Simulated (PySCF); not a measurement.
CHO₂, neutral, multiplicity 2. Atoms are numbered in the order given.

```xyz
4

C     -0.3871     0.1328     0.0000
O      0.1367     1.1860     0.0000
O      0.2120    -1.0663     0.0000
H     -0.4672    -1.7546     0.0000
```
Charge 0, spin multiplicity 2.

Geometry: B3LYP-D3(BJ)/def2-TZVP. One conformer was computed; it need not be the lowest.

Computed with ωB97X/def2-TZVPD in PySCF.

Mulliken values depend strongly on the basis, most of all with diffuse functions as here. ESP charges are fitted to the potential on shells at 1.4 to 2.0 van der Waals radii. Atomic charges (e):

| atom | Mulliken | ESP fit | Mulliken spin |
|---|---|---|---|
| C1 | 0.30 | 0.10 | 0.68 |
| O2 | -0.33 | -0.20 | 0.21 |
| O3 | -0.36 | -0.25 | 0.13 |
| H4 | 0.39 | 0.35 | -0.01 |
